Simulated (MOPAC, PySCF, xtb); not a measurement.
Dimer: H2O (SMILES O) (first 3 atoms) with C2H3F (SMILES C=CF); geometry from B3LYP-D3(BJ)/def2-TZVP, rigid monomers moved along the line of their centres of mass till H3···F6 is 2.93 Å.
(charge 0, multiplicity 1):
```xyz
9

O      0.3312    -0.1151    -0.5749
H      0.0316    -0.8592    -1.1067
H     -0.3617     0.0217     0.0827
C      0.7921    -0.7358     3.5302
C     -0.4799    -0.5288     3.7947
F     -1.3719    -0.2023     2.8203
H      1.1843    -0.6563     2.5251
H      1.4577    -0.9904     4.3420
H     -0.9635    -0.5832     4.7600
```

Monomers are frozen at their geometry in the pair; levels with a basis set take the counterpoise correction. Rows marked so take none.

Rows in 6-31G* carry no dispersion term and start afresh at each structure (6-31G* with six Cartesian d functions). MP2/6-31G* freezes PySCF's default core. The state that PM6 reach isn't checked.

Programs: MOPAC for PM6 (differences of heats of formation); PySCF for 6-31G* rows; xtb for the GFN methods. Each number belongs to the level named beside it.

Question: One of these levels gives -2.79 kcal/mol for the interaction energy. Which?
A) PM6
B) B3LYP/6-31G*
C) GFN-FF
D) MP2/6-31G* (no counterpoise)

Answer: D, MP2/6-31G* (no counterpoise). The others give -2.31 (GFN-FF), -0.90 (PM6), -1.36 (B3LYP/6-31G*)
